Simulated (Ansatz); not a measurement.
Consider the ligand exchange at the Si–C bond: `C[SiH2][SiH](O)F` + CH₃OH → `CO[SiH2][SiH](O)F` + CH₄.

Isolated molecules relaxed with PBE0-D4/def2-TZVP in Ansatz; ΔE leaves out vibrations. CBS: MP2 limit from def2 TZ/QZ plus the TZ coupled-cluster correction, frozen cores. This one scheme is used for every species. Functionals use def2-TZVPP. B3LYP here is the variant with VWN-RPA as its local correlation; programs differ in this. Each species was taken in one conformer, which may not be the lowest.

```tsv
level	ΔE (kJ/mol)	difference from CCSD(T)/CBS
PBE0-D4	-79.8	8.2
B3LYP-D4	-92.6	-4.6
ωB97X-V	-88.1	-0.1
B2PLYP	-93.0	-5.0
PBE	-77.4	10.6
PBE0	-79.4	8.6
B3LYP	-91.8	-3.8
HF/def2-TZVPP	-102.8	-14.8
MP2/def2-TZVPP	-90.8	-2.8
CCSD(T)/def2-TZVPP	-88.4	-0.4
HF/def2-QZVPP	-103.8	-15.8
MP2/def2-QZVPP	-91.0	-3.0
SCS-MP2/def2-QZVPP	-93.9	-5.9
HF/CBS(def2)	-103.9	-15.9
MP2/CBS(def2)	-90.4	-2.4
CCSD/CBS(def2)	-89.3	-1.3
CCSD(T)/CBS	-88.0	0
```

Largest T1 diagnostic among the species: 0.012.

In def2-TZVPP, CCSD(T) changes the Hartree–Fock value by +14.4 kJ/mol (the triples alone add +1.3 kJ/mol) and MP2 by +11.9 kJ/mol.
